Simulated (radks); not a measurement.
Question: Radial electron density D(r) = 4 pi r^2 rho(r) of an atom or ion with 67 electrons. All-electron calculation, Dirac Kohn-Sham, BP86, spin-unpolarised, spherical densities, finite nucleus; Fermi nuclear charge, rms radius of each element as measured or else 0.836 A^(1/3) + 0.57 fm. Program: a radial shooting solver on a logarithmic mesh with Libxc functionals.

```
   r/bohr * D(r) (the largest magnitude, 124, reaches the edge; | marks zero)
 0.002108 |       *
 0.002454 |         *
 0.002857 |           *
 0.003326 |              *
 0.003872 |                 *
 0.004507 |                    *
 0.005247 |                        *
 0.006108 |                            *
 0.007111 |                                *
 0.008279 |                                   *
 0.009638 |                                      *
  0.01122 |                                         *
  0.01306 |                                          *
  0.01521 |                                         *
   0.0177 |                                        *
  0.02061 |                                       *
  0.02399 |                                     *
  0.02793 |                                     *
  0.03251 |                                      *
  0.03785 |                                          *
  0.04407 |                                               *
   0.0513 |                                                    *
  0.05972 |                                                      *
  0.06952 |                                                     *
  0.08094 |                                                 *
  0.09422 |                                            *
   0.1097 |                                         *
   0.1277 |                                           *
   0.1487 |                                               *
   0.1731 |                                                 *
   0.2015 |                                             *
   0.2346 |                                    *
   0.2731 |                           *
   0.3179 |                      *
   0.3701 |                       *
   0.4308 |                          *
   0.5015 |                          *
   0.5839 |                      *
   0.6797 |                *
   0.7913 |           *
   0.9212 |        *
    1.072 |      *
    1.248 |    *
    1.453 |   *
    1.692 |  *
     1.97 |*
    2.293 |*
     2.67 *
    3.108 *
    3.618 *
    4.212 *
    4.903 *
    5.708 *
    6.645 *
```

What is the nuclear charge?

Answer: Z = 69. The innermost maximum, from 1s, lies near gamma/Z bohr with gamma = sqrt(1 - (Z/c)^2) = 0.864, here 0.0125 bohr (found: 0.0138), and its height grows with Z. The density is that of the thulium ion Tm2+ in [Xe] 4f13; the configuration itself is not fixed sharply by these data, and Z only to a few units. D(r) has 4 maxima, at r = 0.0138, 0.0617, 0.172, 0.467 bohr, and minima at 0.0268, 0.112, 0.331 bohr, inside which lie 2.02, 11.19, 29.71 electrons.
